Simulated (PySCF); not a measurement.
From one molecule to another.

First species: C₇H₁₆SSi.
SMILES: `[Si@H]1(C[C@@H]1SC(C)C)CC`

Second species: C₇H₁₆SSi.
InChI=1S/C7H16SSi/c1-4-9(3)8-7(2)5-6-7/h9H,4-6H2,1-3H3/t9-/m1/s1

Levels: PBE0/pcSseg-1 for dipole moment, HOMO energy, LUMO energy and HOMO–LUMO gap; GFN2-xTB for rotational constant A and rotational constant C. Geometries: GFN2-xTB. Each species is one conformer at its optimised geometry, gas phase, non-relativistic unless stated; the electronic structure was computed with PySCF and density fitting.

The conformers computed, where there is a choice (atom-mapped SMILES and torsion angles):
- `[CH3:1][CH2:2][Si@@H:3]1[CH2:4][C@@H:5]1[S:6][CH:7]([CH3:8])[CH3:9]`: C1–C2–Si3–C4 154°, C4–C5–S6–C7 85°, C5–S6–C7–C8 -62°
- `[CH3:1][CH2:2][Si@@H:3]([CH3:4])[S:5][C:6]1([CH3:7])[CH2:8][CH2:9]1`: C1–C2–Si3–C4 59°, C2–Si3–S5–C6 -167°, Si3–S5–C6–C7 -67°

| property | column X | column Y |
| --- | --- | --- |
| dipole moment | 0.91 D | 1.71 D |
| HOMO energy | -6.05 eV | -6.55 eV |
| LUMO energy | 0.56 eV | 0.67 eV |
| HOMO–LUMO gap | 6.61 eV | 7.22 eV |
| rotational constant A | 2.250 GHz | 2.370 GHz |
| rotational constant C | 0.533 GHz | 0.577 GHz |

Problem. Which column belongs to which species?

Solution. Column X is the first species and column Y the second. The first has 25 atoms and 88 electrons, the second 25 and 88.

Problem. How does each property change from the first species to the second?

Solution. dipole moment +0.80 D; HOMO energy -0.50 eV; LUMO energy +0.11 eV; HOMO–LUMO gap +0.61 eV; rotational constant A +0.120 GHz; rotational constant C +0.044 GHz.

On the first: The dipole matches unit charges of opposite sign 0.19 Å apart (1 e·Å = 4.8032 D).

On the second: The dipole equals about 5.7 × 10⁻³⁰ C·m (1 D = 3.33564 × 10⁻³⁰ C·m).
